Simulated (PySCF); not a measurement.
C8H6FN.
Geometry (PBE0-D3(BJ)/def2-SVP, Å), atoms numbered from 1 in this order:
```
atom  x, y, z in Å
N1     3.373   -1.014   -1.208
C2     2.708   -0.305   -0.580
C3     1.861    0.580    0.205
C4     0.382    0.343    0.010
C5    -0.147   -0.652   -0.814
C6    -1.526   -0.811   -0.945
C7    -2.396    0.028   -0.251
C8    -1.889    1.028    0.578
C9    -0.515    1.166    0.693
F10   -0.015    2.120    1.485
H11    2.115    1.622   -0.051
H12    2.129    0.463    1.269
H13    0.537   -1.308   -1.358
H14   -1.920   -1.595   -1.594
H15   -3.476   -0.093   -0.352
H16   -2.539    1.703    1.136
```

The closed-shell ground state was solved at several levels (PySCF, density fitting, gas phase, non-relativistic).

| level | basis functions | total energy (Eh) | HOMO (eV) | LUMO (eV) | gap (eV) | dipole (D) |
| --- | --- | --- | --- | --- | --- | --- |
| PBE0/pcSseg-1 | 200 | -462.4634 | -7.55 | -0.85 | 6.70 | 3.43 |
| B97-2/pcSseg-1 | 200 | -462.8278 | -7.30 | -0.89 | 6.41 | 3.42 |
| B3LYP/pcJ-1 | 330 | -463.0544 | -7.30 | -1.01 | 6.29 | 3.43 |

Problem. What might B3LYP/def2-SVPD (251 basis functions) give for the same quantities?

Solution. Total energy -462.7245 Eh, HOMO -7.34 eV, LUMO -1.07 eV, gap 6.27 eV, dipole 3.47 D.

Problem. Over all these levels, which gives the widest orbital gap and which the narrowest?

Solution. PBE0/pcSseg-1 (global hybrid, 25 % exact exchange) has the widest, 6.70 eV, and B3LYP/def2-SVPD (global hybrid, 20 % exact exchange) the narrowest, 6.27 eV. Functional and basis both differ between the two, so the spread mixes both effects.

Problem. How far do the dipole and the HOMO energy spread over the levels?

Solution. The dipole runs from 3.42 to 3.47 D (mean 3.44 D) and the HOMO from -7.55 to -7.30 eV.

One conformer stands for the species.
